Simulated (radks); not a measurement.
Question: The mean radii <r> (bohr) of the occupied orbitals of an atom or ion are listed with their occupations. Calculated with a radial shooting solver on a logarithmic mesh with Libxc functionals: non-relativistic Kohn-Sham, PBE, spin-polarised, spherical densities, point nucleus.

| orbital | occ. | <r> |
|---|---|---|
| 1s up | 1 | 0.08617 |
| 1s down | 1 | 0.08617 |
| 2s up | 1 | 0.4125 |
| 2s down | 1 | 0.4121 |
| 2p up | 3 | 0.3723 |
| 2p down | 3 | 0.3718 |
| 3s up | 1 | 1.156 |

Name the element and its charge. Open shells, if any, are filled with parallel spins first.

Answer: Z = 18, argon, charge +7: Ar7+ in [Ne] 3s1. The 1s radius gives Z: for a bare nucleus <r> = 1.5/Z, 0.08333 bohr for Z = 18, and screening makes it slightly larger (0.08617 here). The occupations add up to 11, and the charge is Z minus that.
